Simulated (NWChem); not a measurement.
Program: NWChem. System: H₂BN, charge 0, spin multiplicity 3, at the geometry of a parent with another charge or spin, in a state set for the comparison that need not be this species' ground state. Its SCF solution wasn't tested for a lower state. Level: UHF/def2-TZVP.

The NWChem input:

```
start mol
memory heap 200 mb stack 900 mb global 1100 mb
geometry units angstroms nocenter noautoz
  B      0.000000     0.000000    -0.701057
  N      0.000000     0.000000     0.548845
  H      0.000000     0.000000    -1.891011
  H      0.000000     0.000000     1.554379
  symmetry group C2v
end
basis spherical
  * library def2-tzvp
end
scf
  uhf
  nopen 2
  maxiter 100
  thresh 1e-7
  semidirect memsize 60000000 filesize 0
  # guess.movecs holds the orbitals of an unrestricted PBE0 run
  vectors input guess.movecs output mol.movecs
end
task scf energy
```

Part of the output:

```
             Northwest Computational Chemistry Package (NWChem) 7.3.0
             --------------------------------------------------------

                                NWChem Input Module
                                -------------------

 Scaling coordinates for geometry "geometry" by  1.889725989
 (inverse scale =  0.529177249)

 Turning off AUTOSYM since
 SYMMETRY directive was detected!

                             Geometry "geometry" -> ""
                             -------------------------

 Output coordinates in angstroms (scale by  1.889725989 to convert to a.u.)

  No.       Tag          Charge          X              Y              Z
 ---- ---------------- ---------- -------------- -------------- --------------
    1 B                    5.0000     0.00000000     0.00000000    -0.70105700
    2 N                    7.0000     0.00000000     0.00000000     0.54884500
    3 H                    1.0000     0.00000000     0.00000000    -1.89101100
    4 H                    1.0000     0.00000000     0.00000000     1.55437900

 Effective nuclear repulsion energy (a.u.)      23.5704249663

            Nuclear Dipole moment (a.u.)
            ----------------------------
        X                 Y               Z
 ---------------- ---------------- ----------------
     0.0000000000     0.0000000000    -0.0000037795

      Symmetry information
      --------------------

 Group name             C2v
 Group number             16
 Group order               4
 No. of unique centers     4

      Symmetry unique atoms

     1    2    3    4


 Summary of "ao basis" -> "" (spherical)
 ------------------------------------------------------------------------------
       Tag                 Description            Shells   Functions and Types
 ---------------- ------------------------------  ------  ---------------------
 *                         def2-tzvp                  on all atoms

 Summary of "ao basis" -> "ao basis" (spherical)
 ------------------------------------------------------------------------------
       Tag                 Description            Shells   Functions and Types
 ---------------- ------------------------------  ------  ---------------------
 B                         def2-tzvp                11       31   5s3p2d1f
 N                         def2-tzvp                11       31   5s3p2d1f
 H                         def2-tzvp                 4        6   3s1p

                                 NWChem SCF Module
                                 -----------------

  ao basis        = "ao basis"
  functions       =    74
  atoms           =     4
  alpha electrons =     8
  beta  electrons =     6
  charge          =   0.00
  wavefunction    = UHF
  use symmetry    = T
  symmetry adapt  = T

 Summary of "ao basis" -> "ao basis" (spherical)
 ------------------------------------------------------------------------------
       Tag                 Description            Shells   Functions and Types
 ---------------- ------------------------------  ------  ---------------------
 B                         def2-tzvp                11       31   5s3p2d1f
 N                         def2-tzvp                11       31   5s3p2d1f
 H                         def2-tzvp                 4        6   3s1p

      Symmetry analysis of basis
      --------------------------

        a1         36
        a2          6
        b1         16
        b2         16

 Forming initial guess at       0.1s

   Symmetry analysis of molecular orbitals - initial alpha
   -------------------------------------------------------

  Numbering of irreducible representations:

     1 a1          2 a2          3 b1          4 b2

  Orbital symmetries:

     1 a1          2 a1          3 a1          4 a1          5 a1
     6 b1          7 b2          8 b2          9 b1         10 a1
    11 a1         12 a1         13 b2         14 b1         15 a1
    16 a1         17 b1         18 a1

   Symmetry analysis of molecular orbitals - initial beta
   ------------------------------------------------------

  Numbering of irreducible representations:

     1 a1          2 a2          3 b1          4 b2

  Orbital symmetries:

     1 a1          2 a1          3 a1          4 a1          5 a1
     6 b2          7 b1          8 a1          9 b1         10 b2
    11 a1         12 a1         13 b1         14 b2         15 a1
    16 a1         17 a1         18 b2

 Starting SCF solution at       0.1s

 ----------------------------------------------
         Quadratically convergent UHF

 Convergence threshold     :          1.000E-07
 Maximum no. of iterations :          100
 Integral*density screening:          1.000E-09
 ----------------------------------------------

              iter       energy          gnorm     gmax       time
             ----- ------------------- --------- --------- --------
                 1      -80.1152579505  3.62D-01  9.70D-02      0.5
                 2      -80.1229605232  1.58D-02  3.58D-03      0.6
                 3      -80.1230592236  1.21D-04  4.11D-05      0.7
                 4      -80.1230592301  1.20D-08  2.94D-09      1.0

       Final UHF  results
       ------------------

         Total SCF energy =    -80.123059230070
      One electron energy =   -154.081396441799
      Two electron energy =     50.387912245391
 Nuclear repulsion energy =     23.570424966338

                       Sz =      1.0000
                 Sz(Sz+1) =      2.0000
                      S^2 =      2.0248

        Time for solution =      0.9s

       Symmetry analysis of molecular orbitals - alpha
[...]
     1 a1          2 a1          3 a1          4 a1          5 a1
     6 b2          7 b1          8 a1          9 b2         10 a1
    11 b1         12 a1         13 b1         14 a1         15 b2
    16 a1         17 a1         18 b2

          Final alpha eigenvalues
          -----------------------

              1
    1  -15.6152
    2   -7.6241
    3   -1.2373
    4   -0.8110
    5   -0.5953
    6   -0.5911
    7   -0.5645
    8   -0.1708
    9    0.1037
   10    0.1043
   11    0.1509
   12    0.1734
   13    0.2292
   14    0.2604
   15    0.2837
   16    0.4706
   17    0.4866
   18    0.4961

          Final beta eigenvalues
          ----------------------

              1
    1  -15.5820
    2   -7.6120
    3   -1.0996
    4   -0.7735
    5   -0.5698
    6   -0.4595
    7   -0.0157
    8    0.1178
    9    0.1583
   10    0.1636
   11    0.1732
   12    0.1802
   13    0.3023
   14    0.3051
   15    0.3137
   16    0.4863
   17    0.5174
   18    0.5390

                    UHF Final Alpha Molecular Orbital Analysis
                    ------------------------------------------

 Vector    6  Occ=1.000000D+00  E=-5.910761D-01  Symmetry=b1
              MO Center= -1.0D-15, -3.5D-16,  4.1D-01, r^2= 8.9D-01
   Bfn.  Coefficient  Atom+Function         Bfn.  Coefficient  Atom+Function
  ----- ------------  ---------------      ----- ------------  ---------------
    37      0.415266  2 N  px                40      0.410946  2 N  px
    43      0.219924  2 N  px

 Vector    7  Occ=1.000000D+00  E=-5.645364D-01  Symmetry=b2
              MO Center= -2.0D-16,  9.3D-16,  3.6D-01, r^2= 9.8D-01
   Bfn.  Coefficient  Atom+Function         Bfn.  Coefficient  Atom+Function
  ----- ------------  ---------------      ----- ------------  ---------------
    38      0.411587  2 N  py                41      0.390697  2 N  py
    44      0.223313  2 N  py                 7      0.187169  1 B  py

 Vector    8  Occ=1.000000D+00  E=-1.707603D-01  Symmetry=b2
              MO Center=  4.7D-16,  4.8D-15, -7.2D-01, r^2= 2.5D+00
   Bfn.  Coefficient  Atom+Function         Bfn.  Coefficient  Atom+Function
  ----- ------------  ---------------      ----- ------------  ---------------
    13      0.497830  1 B  py                10      0.493889  1 B  py
    44     -0.403518  2 N  py                 7      0.341744  1 B  py
    38     -0.215746  2 N  py                41     -0.194524  2 N  py

 Vector    9  Occ=0.000000D+00  E= 1.037211D-01  Symmetry=a1
              MO Center=  1.4D-16, -7.5D-15,  9.2D-01, r^2= 5.9D+00
   Bfn.  Coefficient  Atom+Function         Bfn.  Coefficient  Atom+Function
  ----- ------------  ---------------      ----- ------------  ---------------
    36      2.426619  2 N  s                  5     -1.640490  1 B  s
    71     -1.204885  4 H  s                 14     -0.628323  1 B  pz
    11     -0.378746  1 B  pz                 4     -0.329431  1 B  s
    65      0.328958  3 H  s                 22     -0.228071  1 B  d  0
    34      0.191586  2 N  s                 64      0.169715  3 H  s

 Vector   10  Occ=0.000000D+00  E= 1.042542D-01  Symmetry=b1
              MO Center=  3.2D-15, -7.3D-16, -9.0D-01, r^2= 4.6D+00
   Bfn.  Coefficient  Atom+Function         Bfn.  Coefficient  Atom+Function
  ----- ------------  ---------------      ----- ------------  ---------------
    12      1.003599  1 B  px                43     -0.456670  2 N  px
     6      0.199682  1 B  px                37     -0.164342  2 N  px
     9      0.157838  1 B  px

 Vector   11  Occ=0.000000D+00  E= 1.508828D-01  Symmetry=a1
              MO Center= -3.0D-15,  4.8D-15, -1.4D-01, r^2= 8.4D+00
   Bfn.  Coefficient  Atom+Function         Bfn.  Coefficient  Atom+Function
  ----- ------------  ---------------      ----- ------------  ---------------
     5      2.554787  1 B  s                 71     -1.647756  4 H  s
    65     -1.544697  3 H  s                 45      1.358949  2 N  pz
    14     -0.915782  1 B  pz                11      0.877432  1 B  pz
     4      0.544290  1 B  s                 35     -0.374685  2 N  s
    22      0.165636  1 B  d  0              64      0.163115  3 H  s

                     UHF Final Beta Molecular Orbital Analysis
                     -----------------------------------------

 Vector    4  Occ=1.000000D+00  E=-7.734899D-01  Symmetry=a1
              MO Center= -4.2D-17,  3.0D-16,  7.3D-01, r^2= 8.8D-01
   Bfn.  Coefficient  Atom+Function         Bfn.  Coefficient  Atom+Function
  ----- ------------  ---------------      ----- ------------  ---------------
    39      0.347963  2 N  pz                42      0.262530  2 N  pz
    70      0.221587  4 H  s                  3     -0.194108  1 B  s
    69      0.166456  4 H  s                  8     -0.158485  1 B  pz

 Vector    5  Occ=1.000000D+00  E=-5.698087D-01  Symmetry=a1
              MO Center=  4.4D-16, -2.2D-15, -1.6D+00, r^2= 8.2D-01
   Bfn.  Coefficient  Atom+Function         Bfn.  Coefficient  Atom+Function
  ----- ------------  ---------------      ----- ------------  ---------------
    64      0.298289  3 H  s                  8     -0.242898  1 B  pz
     3      0.194910  1 B  s                 63      0.190677  3 H  s
    11     -0.189100  1 B  pz

 Vector    6  Occ=1.000000D+00  E=-4.594633D-01  Symmetry=b2
              MO Center= -2.2D-16,  7.3D-15,  3.8D-01, r^2= 1.0D+00
   Bfn.  Coefficient  Atom+Function         Bfn.  Coefficient  Atom+Function
  ----- ------------  ---------------      ----- ------------  ---------------
    38      0.384960  2 N  py                41      0.367058  2 N  py
    44      0.282650  2 N  py                 7      0.166785  1 B  py

 Vector    7  Occ=0.000000D+00  E=-1.568127D-02  Symmetry=b1
              MO Center= -1.1D-14, -7.4D-16,  4.6D-02, r^2= 2.2D+00
   Bfn.  Coefficient  Atom+Function         Bfn.  Coefficient  Atom+Function
  ----- ------------  ---------------      ----- ------------  ---------------
    12      0.325407  1 B  px                43      0.312488  2 N  px
    37      0.237149  2 N  px                40      0.219291  2 N  px
     6      0.217388  1 B  px

 Vector    8  Occ=0.000000D+00  E= 1.178243D-01  Symmetry=a1
              MO Center= -3.0D-15, -1.8D-16,  1.2D+00, r^2= 5.6D+00
   Bfn.  Coefficient  Atom+Function         Bfn.  Coefficient  Atom+Function
  ----- ------------  ---------------      ----- ------------  ---------------
    36      2.388155  2 N  s                 71     -1.467512  4 H  s
     5     -1.447070  1 B  s                 14     -0.707937  1 B  pz
    45      0.411740  2 N  pz                22     -0.230277  1 B  d  0
    11     -0.223651  1 B  pz                34      0.191133  2 N  s
    64      0.174299  3 H  s

 Vector    9  Occ=0.000000D+00  E= 1.582762D-01  Symmetry=b2
              MO Center= -1.1D-15, -6.8D-14, -9.4D-01, r^2= 5.6D+00
   Bfn.  Coefficient  Atom+Function         Bfn.  Coefficient  Atom+Function
  ----- ------------  ---------------      ----- ------------  ---------------
    13      1.197521  1 B  py                44     -0.502074  2 N  py
    38     -0.155798  2 N  py

 center of mass
 --------------
 x =   0.00000000 y =   0.00000000 z =  -0.02600258

 moments of inertia (a.u.)
 ------------------
          55.932898373540           0.000000000000           0.000000000000
           0.000000000000          55.932898373540           0.000000000000
           0.000000000000           0.000000000000           0.000000000000

  Mulliken analysis of the total density
  --------------------------------------

    Atom       Charge   Shell Charges
 -----------   ------   -------------------------------------------------------
    1 B    5     5.32   0.92  1.06  0.50  0.47  0.07  0.94  0.88  0.36  0.06  0.05  0.02
    2 N    7     7.13   0.82  1.16  0.55  0.73  0.11  1.51  1.63  0.61  0.00  0.02  0.00
    3 H    1     0.87   0.23  0.47  0.16  0.02
    4 H    1     0.67   0.24  0.36  0.03  0.04

  Mulliken analysis of the alpha density
  --------------------------------------

    Atom       Charge   Shell Charges
 -----------   ------   -------------------------------------------------------
    1 B    5     3.25   0.46  0.53  0.26  0.29  0.05  0.61  0.65  0.34  0.03  0.03  0.01
    2 N    7     4.09   0.41  0.58  0.29  0.40  0.06  0.97  1.05  0.33  0.00  0.01  0.00
    3 H    1     0.36   0.10  0.19  0.05  0.01
    4 H    1     0.30   0.11  0.16  0.01  0.02

   Mulliken analysis of the beta density
   -------------------------------------

    Atom       Charge   Shell Charges
 -----------   ------   -------------------------------------------------------
    1 B    5     2.07   0.46  0.53  0.24  0.18  0.02  0.33  0.24  0.02  0.03  0.02  0.01
    2 N    7     3.04   0.41  0.58  0.26  0.33  0.05  0.54  0.59  0.27  0.00  0.01  0.00
    3 H    1     0.52   0.13  0.28  0.11  0.00
    4 H    1     0.37   0.13  0.20  0.02  0.02

   Mulliken analysis of the spin density
   -------------------------------------

    Atom       Charge   Shell Charges
 -----------   ------   -------------------------------------------------------
    1 B    5     1.17   0.00 -0.00  0.01  0.10  0.03  0.28  0.41  0.32  0.01  0.01  0.00
    2 N    7     1.05   0.00 -0.00  0.03  0.06  0.01  0.43  0.46  0.06 -0.00  0.01 -0.00
    3 H    1    -0.16  -0.03 -0.08 -0.06  0.01
    4 H    1    -0.07  -0.02 -0.05 -0.01  0.01

       Multipole analysis of the density wrt the origin
       ------------------------------------------------

     L   x y z        total         alpha         beta         nuclear
     -   - - -        -----         -----         ----         -------
     0   0 0 0     -0.000000     -8.000000     -6.000000     14.000000

     1   1 0 0      0.000000      0.000000     -0.000000      0.000000
     1   0 1 0     -0.000000     -0.000000     -0.000000      0.000000
     1   0 0 1      1.000891      0.763555      0.237340     -0.000004

     2   2 0 0     -8.783983     -6.063401     -2.720582      0.000000
     2   1 1 0      0.000000      0.000000      0.000000      0.000000
     2   1 0 1     -0.000000     -0.000000     -0.000000      0.000000
     2   0 2 0    -13.223457     -9.217302     -4.006155      0.000000
     2   0 1 1      0.000000      0.000000     -0.000000      0.000000
     2   0 0 2     -7.858283    -25.145093    -20.416619     37.703429

 Task  times  cpu:        1.0s     wall:        1.0s

 Total times  cpu:        1.0s     wall:        1.0s
```
